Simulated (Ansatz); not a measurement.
Gas-phase electronic energies from Ansatz, PBE0-D4/def2-TZVP geometries. CCSD(T)/CBS adds triple-zeta CCSD(T) − MP2 to the extrapolated MP2 energy (def2 sets, frozen cores). DFT in def2-TZVPP. B3LYP here is the variant with VWN-RPA as its local correlation; programs differ in this. For Ge outer-core shells are correlated without core-valence functions, which leaves a few kJ/mol of doubt a bond. Scalar relativity is left out up to krypton. One conformer a species, not always the lowest.

Consider the ligand exchange at the Si–S bond: `N[SiH2]S[SiH3]` + `[OH][Ge][Cl]` → `[SiH3][O][Ge][Cl]` + `N[SiH2]S`.

CCSD(T)/CBS gives -0.33 eV.

(1) Another level gave -0.27 eV. Which?
A. r2SCAN/def2-TZVPP
B. PBE0/def2-TZVPP
C. B3LYP-D4/def2-TZVPP
D. HF/def2-TZVPP

Largest T1 diagnostic among the species: 0.014.

## Answers

(1) A. r2SCAN -0.27, B3LYP-D4 -0.37, PBE0 -0.22, HF/def2-TZVPP -0.54 eV.

From PBE to PBE0 (25 % exact exchange), in def2-TZVPP and without D4, ΔE moves by −0.04 eV. In def2-TZVPP, CCSD(T) changes the Hartree–Fock value by +0.18 eV (the triples alone add +0.04 eV) and MP2 by +0.21 eV.
